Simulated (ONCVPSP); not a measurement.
# Ranking ONCV potentials for chlorine (Cl)

All share these settings but for the change named:

chlorine (Cl), optimised norm-conserving Vanderbilt (ONCV), made with ONCVPSP 4.0.1 (PBE, scalar-relativistic). Core [Ne], reference 3s2 3p4.75 (charge +0.25). Waves: 3s: rc 1.35 bohr, ncon 5, nbas 9, qcut 4.3 1/bohr, 2 projectors, debl 1.4 Ha; 3p: rc 1.15 bohr, ncon 3, nbas 8, qcut 6.8 1/bohr, 2 projectors, debl 2.6 Ha; d scattering state at 0.39 Ha: rc 1.25 bohr, ncon 5, nbas 9, qcut 6.9 1/bohr, 2 projectors, debl 0.3 Ha. Local part: polynomial inside 0.90 bohr (lpopt 3, dvloc0 1 Ha). Core correction: Teter function, fcfact 3, rcfact 1.75.

Test errors are all-electron minus pseudo excitation energies from the reference, over 3s2 3p5; 3s2 3p4; 3s2 3p3; 3s1 3p6. None of these files shows a bound ghost.

The base gives 1.7 meV.

Of 10 variants that were run, those that failed, showed a ghost or another fault, or gave nearly equal values are left out.

A variant can come out equal or close to the base, since the largest error may sit in a test that the change hardly touches while other tests move.

Rank these variants by their largest absolute test error, smallest first.
A. core correction Teter function, fcfact 3, rcfact 1.16
B. d: rc 1.15, qcut 7.5
C. s: qcut 3
D. core correction Teter function, fcfact 4.5, rcfact 1.75
E. p: rc 1.02

B (1.7 meV), C (2.7 meV), A (4.5 meV), D (5.4 meV), E (10.2 meV).
